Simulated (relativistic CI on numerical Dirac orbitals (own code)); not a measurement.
## Ho2+: 5p photoemission

Computed with this model: Dirac-Coulomb-Breit CI, separate exchange-only KLI orbitals for each configuration, model QED (radiative potential, 1s self-energy scaled to tabulated hydrogen-like ionisation energies), valence Slater integrals scaled by 0.8, multiplet model of photoemission in the sudden approximation; configurations [Xe] 4f11 → [Kr] 4d10 4f11 5s2 5p5; 300 K; Lorentzian 0.6 eV and Gaussian 0.5 eV FWHM. Energies are those of the free ion, without screening or charge transfer. The energies are binding energies and can lie tens of eV above those of solids. S is read from ⟨S²⟩ = S(S + 1).

free ion: ground-state S = 1.48, centroid 44.85 eV. Peaks (eV, height): 42.5 (100), 43.1 (92), 45.4 (16), 48.7 (69).

Strongest unbroadened transitions for free ion:

```csv
Energy (eV),Relative strength
42.27,100.0
42.62,69.8
43.08,40.7
43.28,25.3
43.37,19.7
43.38,44.1
43.80,11.5
44.30,7.6
45.32,7.5
45.39,4.2
45.49,6.6
46.08,1.1
46.11,2.0
48.09,1.0
48.37,71.6
48.88,83.0
49.30,2.2
51.89,1.5
```
